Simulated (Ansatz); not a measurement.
The lowest singlet and triplet of SH (SMILES [SH+]); geometries from B3LYP-D3(BJ)/def2-TZVP, each state relaxed from the structure named, with no frequency check, low spin by broken symmetry.
Singlet (charge 1, multiplicity 1):
```
atom   x (Å)   y (Å)    z (Å)
----  ------  ------  -------
S     0.0000  0.0000  -0.0807
H     0.0000  0.0000   1.2908
```
Triplet (charge 1, multiplicity 3):
```xyz
2

S      0.000     0.000    -0.081
H      0.000     0.000     1.290
```

A positive gap puts the triplet lower; no zero-point energy. R- takes a restricted singlet, here one determinant of a half-filled degenerate or near-degenerate pair, which mixes singlet states. U- takes an unrestricted singlet (broken symmetry where lower, unprojected). The triplet is unrestricted in single-reference levels.

Cores are frozen in the correlated methods.

Run with Ansatz (a quantum-chemistry and plane-wave program) with Gaussian orbitals. Each number belongs to the level named beside it.

Task: One of these levels gives 42.58 kcal/mol for the gap E(singlet) − E(triplet), adiabatic. Name it.
(A) U-wB97M-V/def2-TZVPP (spin-contaminated)
(B) R-MP2/cc-pV(D+d)Z
(C) R-B2PLYP/def2-TZVPP
(D) R-CCSD/cc-pV(Q+d)Z

Result: C, R-B2PLYP/def2-TZVPP. The others give 12.37 (U-wB97M-V/def2-TZVPP (spin-contaminated)), 47.93 (R-MP2/cc-pV(D+d)Z), 37.27 (R-CCSD/cc-pV(Q+d)Z)

Doubts at one or more of the structures used: a restricted determinant that unrestricted orbitals would lower (R-B2PLYP/def2-TZVPP, R-MP2/cc-pV(D+d)Z, R-CCSD/cc-pV(Q+d)Z).
